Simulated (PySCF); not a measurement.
Mass spectrum arithmetic for `C#CC[SiH2]OC`

Species: `C#CC[SiH2]OC`.

Calculated from tabulated atomic weights, isotope masses and abundances; no fragmentation.

Question: Molar mass and exact mass?

Answer: For C4H8OSi, with standard atomic weights, 4 × 12.011 + 1 × 28.085 + 1 × 15.999 + 8 × 1.008 = 100.192 g/mol. From the most abundant isotopes (12C, 28Si, 16O, 1H), 4 × 12.000000 + 1 × 27.976927 + 1 × 15.994915 + 8 × 1.007825 = 100.0344 u.

Question: What cluster does the molecular ion M+• show when like nominal masses merge?

Answer: 
```json
{"nominal mass": "100", "m/z (centroid)": "100.0339", "relative intensity": "100.0"}
{"nominal mass": "101", "m/z (centroid)": "101.0353", "relative intensity": "9.5"}
{"nominal mass": "102", "m/z (centroid)": "102.0317", "relative intensity": "3.9"}
{"nominal mass": "103", "m/z (centroid)": "103.0349", "relative intensity": "0.2"}
```

Cut off at 0.1 %. One electron mass, 0.00055 u, is taken off. Abundances used (%; other tables differ somewhat): 12C 98.93, 13C 1.07; 28Si 92.2297, 29Si 4.6832, 30Si 3.0872; 16O 99.757, 17O 0.038, 18O 0.205; 1H 99.9885, 2H 0.0115.

Question: Which m/z would the protonated, sodiated and deprotonated molecule have?

Answer: [M+H]+ 101.0417, [M+Na]+ 123.0237, [M−H]− 99.0272, for the monoisotopic species (arithmetic only; whether such ions form is another matter).

Question: What share of all molecules is the monoisotopic species?

Answer: 0.9893^4 × 0.922297 × 0.99757 × 0.999885^8 = 88.05 %.

Question: Count the protons, neutrons and electrons of the monoisotopic species, and give its exact less its nominal mass.

Answer: 54 protons, 46 neutrons and 54 electrons; 100.0344 − 100 = +0.0344 u.

Question: What is the composition by mass?

Answer: C 47.95 %, Si 28.03 %, O 15.97 %, H 8.05 %.
